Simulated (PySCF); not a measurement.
F4Sn, charge -1, doublet (typed; the unrestricted solution is spin-contaminated), at a GFN2-xTB geometry (such geometries of metal compounds can be far from the true shape) (a state made from the parent by changing its charge; the spin is typed, not shown lowest) (all electrons, no relativity) (in this run its highest filled SCF level lies above zero, so its values depend strongly on the basis, on diffuse functions most of all). Base run: HF/STO-3G (PySCF).

PySCF was given this input:
```python
from pyscf import gto, scf

mol = gto.M(
    atom='''
F    -1.143497   -1.783033   -0.875394
Sn    0.000000    0.000000    0.000000
F    -1.368901    1.837705    0.045329
F     0.678881   -0.499713    2.131317
F     1.833517    0.445040   -1.301253
''',
    basis='sto-3g',
    charge=-1,
    spin=1,
    verbose=4,
)

mf = scf.UHF(mol)
mf.kernel()
```

The base run was repeated with changes; each row names its change, and settings that it needs were set with it.

| change | E (Eh) | HOMO (eV) | <S^2> | core-seconds (rough) |
|---|---|---|---|---|
| base | -6355.14209 | 2.88 | 1.597 | 0.3 |
| functional = pw6b95 | -6361.06815 | 5.51 | 0.812 | 4 |
| functional = pw91,pw91 | -6358.72871 | 6.88 | 0.757 | 3 |
| functional = m062x | -6358.80200 | 4.62 | 0.872 | 5 |
| functional = wb97x_v | -6358.22067 | 4.07 | 0.849 | 80 |
| functional = b3lyp | -6358.59311 | 5.97 | 0.795 | 3 |
| functional = lc_wpbe | -6357.74417 | 3.80 | 0.851 | 5 |
| functional = mn12l | -6351.59134 | 7.34 | 0.764 | 4 |
| functional = camb3lyp | -6358.64400 | 4.73 | 0.838 | 5 |
| functional = b3lyp5 | -6358.24948 | 6.07 | 0.795 | 3 |
| functional = b3lyp; dispersion = d3bjm | -6358.59947 | 5.97 | 0.795 | 3 |
| functional = revpbe | -6358.19791 | 7.04 | 0.757 | 3 |
| functional = blyp | -6358.38707 | 7.16 | 0.757 | 3 |

Totals shift with the method and basis; they matter in differences.

Open shells are given as the SCF converged; they aren't shown to be the lowest states, and a large step between rows can be another state.
